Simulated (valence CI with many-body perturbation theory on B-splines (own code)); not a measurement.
**Ir³⁶⁺: calculated level list**

Method: valence CI with perturbative core correlation (CI+MBPT): five valence electrons over a frozen Dirac-Fock core [Kr], radial functions for each j: 7 s, 7 p, 8 d, 6 f, 4 g, 1 h, with the one-electron correlation potential Σ1, the two-electron term Σ2, the three-electron term Σ3, Breit, model QED; selected CI, second order for the rest, scaled by the run's own slope (own B-spline code, finite nucleus).

No measured spectrum was set against this ion. As an estimate, large intervals hold to a few tenths of a per cent, small ones and those within an open d or f shell to about a per cent. The list stops below the first excitations out of the core.

Levels 1 to 37 of 37, with energies above the lowest level, (4d3/2^4 4d5/2) J=5/2. "Leading %" is the weight of the configuration and term that name the level; weights of strongly mixed levels are sums over their largest components and can fall short. In the jj column 3d3/2^4 stands for four electrons in 3d with j = 3/2. Lifetimes count E1, E2, E3, M1 and M2 decay at the calculated energies, and are blank where another channel may lead or the interval is too uncertain; long ones can be off by a factor of two.

| No. | Configuration | Term | J | E (eV) | Leading % | g | Leading jj | Lifetime |
| --- | --- | --- | --- | --- | --- | --- | --- | --- |
| 1 | 4d⁵ | ⁴P | 5/2 | 0.000 | 27 | 1.331 | 4d3/2^4 4d5/2 (94 %) |  |
| 2 | 4d⁵ | ⁶S | 5/2 | 16.636 | 37 | 1.341 | 4d3/2^3 4d5/2^2 (90 %) | 11.6 μs |
| 3 | 4d⁵ | ⁴G | 7/2 | 21.522 | 34 | 1.165 | 4d3/2^3 4d5/2^2 (99 %) | 22.0 μs |
| 4 | 4d⁵ | ⁴D | 3/2 | 22.077 | 40 | 1.179 | 4d3/2^3 4d5/2^2 (98 %) | 9.23 μs |
| 5 | 4d⁵ | ²H | 11/2 | 22.547 | 42 | 1.112 | 4d3/2^3 4d5/2^2 (98 %) |  |
| 6 | 4d⁵ | ⁴G | 9/2 | 24.232 | 31 | 1.141 | 4d3/2^3 4d5/2^2 (96 %) | 6.64 ms |
| 7 | 4d⁵ | ⁴D | 5/2 | 25.409 | 30 | 1.136 | 4d3/2^3 4d5/2^2 (92 %) | 193 μs |
| 8 | 4d⁵ | ⁴P | 1/2 | 26.455 | 44 | 1.799 | 4d3/2^3 4d5/2^2 (89 %) | 876 μs |
| 9 | 4d⁵ | ²F | 7/2 | 27.320 | 40 | 1.080 | 4d3/2^3 4d5/2^2 (97 %) | 336 μs |
| 10 | 4d⁵ | ²D | 3/2 | 33.452 | 59 | 0.791 | 4d3/2^3 4d5/2^2 (87 %) | 68.4 μs |
| 11 | 4d⁵ | ⁶S | 5/2 | 37.962 | 31 | 1.292 | 4d3/2^2 4d5/2^3 (89 %) | 4.90 μs |
| 12 | 4d⁵ | ⁴D | 7/2 | 41.218 | 52 | 1.216 | 4d3/2^2 4d5/2^3 (98 %) | 9.20 μs |
| 13 | 4d⁵ | ²I | 11/2 | 41.896 | 50 | 1.090 | 4d3/2^2 4d5/2^3 (98 %) | 13.5 μs |
| 14 | 4d⁵ | ⁴G | 9/2 | 42.517 | 60 | 1.146 | 4d3/2^2 4d5/2^3 (96 %) | 13.7 μs |
| 15 | 4d⁵ | ⁴D | 1/2 | 43.715 | 77 | 0.500 | 4d3/2^2 4d5/2^3 (97 %) | 7.40 μs |
| 16 | 4d⁵ | ²I | 13/2 | 44.305 | 100 | 1.073 | 4d3/2^2 4d5/2^3 (100 %) | 65.3 μs |
| 17 | 4d⁵ | ⁴P | 3/2 | 44.640 | 53 | 1.179 | 4d3/2^2 4d5/2^3 (96 %) | 4.82 μs |
| 18 | 4d⁵ | ²F | 5/2 | 45.068 | 42 | 1.019 | 4d3/2^2 4d5/2^3 (96 %) | 9.01 μs |
| 19 | 4d⁵ | ²H | 9/2 | 47.572 | 52 | 1.108 | 4d3/2^2 4d5/2^3 (99 %) | 7.07 μs |
| 20 | 4d⁵ | ²G | 7/2 | 48.314 | 61 | 0.987 | 4d3/2^2 4d5/2^3 (99 %) | 24.8 μs |
| 21 | 4d⁵ | ⁴F | 5/2 | 48.851 | 63 | 1.050 | 4d3/2^2 4d5/2^3 (97 %) | 7.02 μs |
| 22 | 4d⁵ | ²D | 3/2 | 49.283 | 86 | 0.852 | 4d3/2^2 4d5/2^3 (87 %) | 17.4 μs |
| 23 | 4d⁵ | ⁴P | 1/2 | 51.399 | 41 | 1.782 | 4d3/2^2 4d5/2^3 (82 %) | 8.70 μs |
| 24 | 4d⁵ | ²G | 7/2 | 51.714 | 46 | 1.040 | 4d3/2^2 4d5/2^3 (95 %) | 12.6 μs |
| 25 | 4d⁵ | ²G | 9/2 | 54.975 | 77 | 1.105 | 4d3/2^2 4d5/2^3 (96 %) | 22.3 μs |
| 26 | 4d⁵ | ²P | 3/2 | 60.574 | 74 | 1.188 | 4d3/2^2 4d5/2^3 (96 %) | 21.0 μs |
| 27 | 4d⁵ | ²D | 5/2 | 61.506 | 59 | 1.246 | 4d3/2^2 4d5/2^3 (69 %) | 6.73 μs |
| 28 | 4d⁵ | ²F | 5/2 | 63.306 | 32 | 1.166 | 4d3/2 4d5/2^4 (74 %) | 3.53 μs |
| 29 | 4d⁵ | ²F | 7/2 | 66.464 | 29 | 1.189 | 4d3/2 4d5/2^4 (99 %) | 4.36 μs |
| 30 | 4d⁵ | ²H | 11/2 | 67.597 | 56 | 1.072 | 4d3/2 4d5/2^4 (99 %) | 5.34 μs |
| 31 | 4d⁵ | ²D | 3/2 | 67.632 | 31 | 0.977 | 4d3/2 4d5/2^4 (97 %) | 3.47 μs |
| 32 | 4d⁵ | ²G | 9/2 | 70.130 | 56 | 1.116 | 4d3/2 4d5/2^4 (95 %) | 6.21 μs |
| 33 | 4d⁵ | ²D | 5/2 | 71.833 | 63 | 1.112 | 4d3/2 4d5/2^4 (90 %) | 5.41 μs |
| 34 | 4d⁵ | ²G | 7/2 | 73.061 | 54 | 1.007 | 4d3/2 4d5/2^4 (96 %) | 6.12 μs |
| 35 | 4d⁵ | ²P | 1/2 | 76.027 | 54 | 1.238 | 4d3/2 4d5/2^4 (89 %) | 5.88 μs |
| 36 | 4d⁵ | ²D | 3/2 | 82.344 | 75 | 0.869 | 4d3/2 4d5/2^4 (94 %) | 4.25 μs |
| 37 | 4d⁵ | ²D | 5/2 | 91.521 | 42 | 1.153 | 4d5/2^5 (94 %) | 2.41 μs |

The ionisation energy to 4d⁴ ³P0 of the next ion comes out as 1604.3 eV (NIST: 1603 ± 5 eV (theoretical)). All 37 levels together are meant to be complete up to 134.547 eV.
